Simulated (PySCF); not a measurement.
PI₃: double against triple zeta

Base calculation in PySCF with density fitting and no spin–orbit coupling, PBE/def2-SVP (scalar-relativistic core potentials): singlet, C3v, P–I 2.505 Å (×3); I–P–I 103.7° (×3); wavenumbers 70 (×2), 103, 295, 310 (×2) cm⁻¹; dipole moment 0.00 D, gap between the highest occupied and lowest empty levels 2.48 eV, polar-tensor charge of P 1.10 e, atomisation energy (no zero-point energy) 695 kJ/mol.

**Question.** What changes on going to PBE/def2-TZVP (scalar-relativistic core potentials)?

**Answer.** The point group stays the same. Changes: mean bond to P -0.026 Å, smallest bond angle -0.4 degrees, highest wavenumber +9 cm⁻¹, lowest wavenumber +1 cm⁻¹, dipole moment +0.01 D, gap between the highest occupied and lowest empty levels +0.16 eV, polar-tensor charge of P -0.07 e, atomisation energy (no zero-point energy) +31 kJ/mol. The new structure has P–I 2.479 Å (×3); I–P–I 103.3° (×3), with wavenumbers 71 (×2), 104, 303, 319 (×2) cm⁻¹. The larger basis shortens the bonds, as added polarisation functions usually do.

The structures come from searches over a few start shapes, so lower isomers are not excluded.
